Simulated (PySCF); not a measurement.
Diatomics of Se with the fifth-period p block

PBE0 with double-zeta basis sets in PySCF, for the lowest determinant that a PBE0 search found; no spin–orbit coupling. De refers to high-spin ground-configuration atoms. A positive dipole means M(−)Se(+).

```
 M       basis  state (unpaired electrons)  Re (Å)  ωe (cm⁻¹)  De (eV)  μ (D)
Sn    def2-SVP      singlet (closed shell)   2.339        339     4.53  -2.91
Sb    def2-SVP               doublet (π ↑)   2.346        340     3.04  -1.98
Te  cc-pVDZ-PP              triplet (π ↑↑)   2.367        327     3.25  -0.99
 I  cc-pVDZ-PP               doublet (π ↑)   2.468        273     2.18  -0.41
```

The shortest bond is that of SnSe (2.339 Å), the longest that of SeI (2.468 Å). SnSe is bound most strongly (4.53 eV) and SeI least (2.18 eV).

The rows differ in basis set, which adds steps of its own.

The state changes along the series, so neighbouring rows are not always alike in their bonding.

These are scalar-relativistic numbers at best; spin–orbit coupling would shift them, the dissociation energy most. States were picked by a PBE0 search and need not be the measured ground states.
